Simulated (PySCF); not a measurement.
## What PySCF settings do for ZnH

Base input, run as `OMP_NUM_THREADS=1 python input.py` with PySCF 2.14:

```python
from pyscf import gto, scf, tdscf

mol = gto.M(
    atom='Zn 0 0 0; H 0 0 1.51',
    basis='jorge-dzp-dkh',
    charge=0,
    spin=1,
    verbose=4,
)
mf = scf.UHF(mol)
mf = mf.sfx2c1e()
mf.kernel()
td = tdscf.TDA(mf)
td.nstates = 4
td.kernel()
td.analyze()
mf.dip_moment()
print('orbital energies (hartree):', [e[max(0, n-3):n+3].round(4) for e, n in zip(mf.mo_energy, mol.nelec)])
```

Base result: E(SCF) = -1794.608785 Eh, 11 cycles, ⟨S²⟩ = 0.761, μz(SCF) = -0.60 D, first excitations without spin–orbit coupling 3.03, 3.03, 5.59, 6.88 eV. The bond length is a typed value, not an optimised one. No search for the lowest solution was made.

Run time: 2.6 s on 1 thread of Arm Neoverse V2 (shared host), peak memory 0.13 GiB.

Each row names what differs from the base; energies in brackets are changes from the base.

| change | result | wall time (s) |
| --- | --- | --- |
| step after the SCF: tda → optimize | E(SCF) = -1794.608785 Eh (+0.0000 eV), 11 cycles, ⟨S²⟩ = 0.761, all at the start geometry; optimised bond 1.617 Å with E = -1794.611249 Eh after 5 steps | 4.5 |
| number of roots: 4 → 2 | E(SCF) = -1794.608785 Eh (+0.0000 eV), 11 cycles, ⟨S²⟩ = 0.761, μz(SCF) = -0.60 D, first excitations without spin–orbit coupling 3.03, 3.03 eV | 1.6 |
| basis set: jorge-dzp-dkh → cc-pvdz; spin-free X2C: on → off | E(SCF) = -1778.373910 Eh, 11 cycles, ⟨S²⟩ = 0.760, μz(SCF) = -0.47 D, first excitations without spin–orbit coupling 2.94, 2.94, 5.62, 6.08 eV | 2.4 |
| smearing width (hartree): none → 0.005; step after the SCF: tda → none [smearing does not keep the typed spin] | E(SCF) = -1794.528936 Eh (+2.1728 eV), 9 cycles, μz(SCF) = -0.28 D | 0.86 |
| geometry: bond 1.51 → bond 4.53 | E(SCF) = -1794.580887 Eh (+0.7591 eV), 11 cycles, ⟨S²⟩ = 0.750, μz(SCF) = 0.00 D, first excitations without spin–orbit coupling 2.81, 2.81, 2.82, 5.37 eV | 2 |
| basis set: jorge-dzp-dkh → x2c-svpall | E(SCF) = -1794.467529 Eh (+3.8438 eV), 10 cycles, ⟨S²⟩ = 0.763, μz(SCF) = -0.90 D, first excitations without spin–orbit coupling 4.50, 4.50, 5.71, 6.52 eV | 1.4 |
| SCF type: UHF → ROHF | E(SCF) = -1794.606780 Eh (+0.0546 eV), 9 cycles, μz(SCF) = -0.64 D, first excitations without spin–orbit coupling 3.02, 3.02, 5.78, 6.94 eV | 2.5 |
| basis set: jorge-dzp-dkh → def2-tzv2p [unsound on purpose] | stops with BasisNotFoundError (def2-tzv2p) | 0.59 |
| step after the SCF: tda → gradient | E(SCF) = -1794.608785 Eh (+0.0000 eV), 11 cycles, ⟨S²⟩ = 0.761, μz(SCF) = -0.60 D, gradient on the second atom -0.0265 Eh/bohr | 1.5 |
| length unit: angstrom → bohr [unsound on purpose] | E(SCF) = -1794.072748 Eh (+14.5863 eV), 11 cycles, ⟨S²⟩ = 0.753, μz(SCF) = 0.41 D, first excitations without spin–orbit coupling 1.87, 1.87, 5.68, 6.20 eV | 2.2 |
| spin (2S): 1 → 3 [a high spin state] | E(SCF) = -1794.422620 Eh (+5.0658 eV), 11 cycles, ⟨S²⟩ = 3.754, μz(SCF) = 2.54 D, first excitations without spin–orbit coupling 3.41, 3.60, 5.04, 8.20 eV | 2.5 |
| functional: none (Hartree–Fock) → tpss; SCF type: UHF → UKS; step after the SCF: tda → analyze | E(SCF) = -1796.264248 Eh, 9 cycles, ⟨S²⟩ = 0.754, μz(SCF) = -0.36 D | 3.6 |
| density fitting: none → weigend [this fitting set is unfit for the basis or for exact exchange; a fit set errs by some meV] | E(SCF) = -1781.181814 Eh, 11 cycles, ⟨S²⟩ = 0.761, μz(SCF) = -0.59 D, first excitations without spin–orbit coupling 3.03, 3.03, 5.59, 6.87 eV | 3 |
| functional: none (Hartree–Fock) → pbe0; SCF type: UHF → UKS; step after the SCF: tda → analyze | E(SCF) = -1796.006684 Eh, 9 cycles, ⟨S²⟩ = 0.755, μz(SCF) = -0.37 D | 2.1 |
| SCF type: UHF → RHF [runs as restricted open-shell] | E(SCF) = -1794.606780 Eh (+0.0546 eV), 9 cycles, μz(SCF) = -0.64 D, first excitations without spin–orbit coupling 3.02, 3.02, 5.78, 6.94 eV | 2.5 |
| geometry: bond 1.51 → bond 1.691 | E(SCF) = -1794.610345 Eh (-0.0425 eV), 11 cycles, ⟨S²⟩ = 0.772, μz(SCF) = -1.04 D, first excitations without spin–orbit coupling 3.25, 3.25, 4.79, 6.43 eV | 2.3 |
| step after the SCF: tda → ccsd(t); frozen orbitals: default → 5 | E(SCF) = -1794.608785 Eh (+0.0000 eV), 11 cycles, E(CCSD) − E(SCF) = -0.43234 Eh, (T) = -0.01166 Eh, ⟨S²⟩ = 0.761, μz(SCF) = -0.60 D | 11 |
| functional: none (Hartree–Fock) → mn15l; SCF type: UHF → UKS; step after the SCF: tda → analyze | E(SCF) = -1797.079084 Eh, 9 cycles, ⟨S²⟩ = 0.757, μz(SCF) = -0.52 D | 3.3 |
| functional: none (Hartree–Fock) → blyp; SCF type: UHF → UKS; step after the SCF: tda → analyze | E(SCF) = -1796.371786 Eh, 9 cycles, ⟨S²⟩ = 0.753, μz(SCF) = -0.24 D | 2 |
| charge: 0 → 1; spin (2S): 1 → 2 [another spin of the ion may lie lower] [a high spin state] | E(SCF) = -1794.233603 Eh (+10.2092 eV), 10 cycles, ⟨S²⟩ = 2.003, first excitations without spin–orbit coupling 3.59, 3.59, 7.72, 8.63 eV | 2.3 |
| geometry: bond 1.51 → bond 25 [unsound on purpose] | E(SCF) = -1794.580923 Eh (+0.7581 eV), 7 cycles, ⟨S²⟩ = 0.750, μz(SCF) = 0.00 D, first excitations without spin–orbit coupling 2.81, 2.81, 2.81, 5.43 eV | 1.5 |
| density fitting: none → cc-pvdz-jkfit | stops with BasisNotFoundError (Basis set not found for Zn in cc-pvdz-jkfit) | 0.7 |
| PCM solvent, dielectric constant: none → 20.5; step after the SCF: tda → analyze | E(SCF) = -1794.624359 Eh (-0.4238 eV), 11 cycles, ⟨S²⟩ = 0.755, μz(SCF) = -1.40 D | 2.2 |
| initial guess: minao → random (no such guess here, so PySCF falls back to its default) | E(SCF) = -1794.608785 Eh (+0.0000 eV), 11 cycles, ⟨S²⟩ = 0.761, μz(SCF) = -0.60 D, first excitations without spin–orbit coupling 3.03, 3.03, 5.59, 6.88 eV | 2.5 |

Task: Order these changes by how far they move the SCF energy from the base, largest first: (1) PCM solvent, dielectric constant: none → 20.5; step after the SCF: tda → analyze; (2) SCF type: UHF → RHF; (3) SCF type: UHF → ROHF; (4) geometry: bond 1.51 → bond 4.53.

Result: (4) +0.7591 eV, (1) -0.4238 eV, (3) +0.0546 eV, (2) +0.0546 eV.
